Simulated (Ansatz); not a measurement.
Cartesian coordinates (Å):
SMILES: [Si]([SiH3])(O)=O
```xyz
8

O      1.2373    -2.1300    -0.5797
Si     0.9596    -0.6732    -0.2490
O      2.1182     0.4672    -0.1479
Si    -1.2037     0.1260     0.1639
H      1.8462     1.3656     0.0684
H     -2.0316    -0.1429    -1.0357
H     -1.1795     1.5864     0.4427
H     -1.7465    -0.5992     1.3373
```
Charge 0, multiplicity 1.

These are Ansatz (a program for electronic structure) with frozen-core CCSD(T)/cc-pVTZ // r2SCAN-D4/def2-TZVP values and carry that method's errors.

```yaml
HF energy: -730.05287 Ha
MP2 correlation energy: -0.71875 Ha
```

**Question.** Estimate the CCSD correlation energy, the (T) correction, the total energy and the T1 diagnostic.

**Answer.** 
CCSD correlation energy: -0.74336 Ha
(T) correction: -0.03049 Ha
CCSD(T) total energy: -730.82672 Ha
T1 diagnostic: 0.018
